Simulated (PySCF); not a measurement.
Si(Cl)2(GeH3)(OH) (Cl2GeH4OSi), SMILES [Si](O)(Cl)(Cl)[GeH3].

Geometry optimised at B3LYP-D3(BJ)/def2-SVP. Other conformers were not sampled.

Vertical ionisation energy (IE) and electron affinity (EA) in eV. Rows of orbital energies are one-electron estimates. Where ΔSCF, EOM or ADC give a negative EA the extra electron is unbound and the value depends on the basis.

| level | IE | EA |
|---|---|---|
| −ε(HOMO), −ε(LUMO), PBE0/def2-TZVP (PySCF) | 8.52 | 0.25 |
| −ε(HOMO), −ε(LUMO), PBE/def2-TZVP (PySCF) | 7.33 | 1.12 |
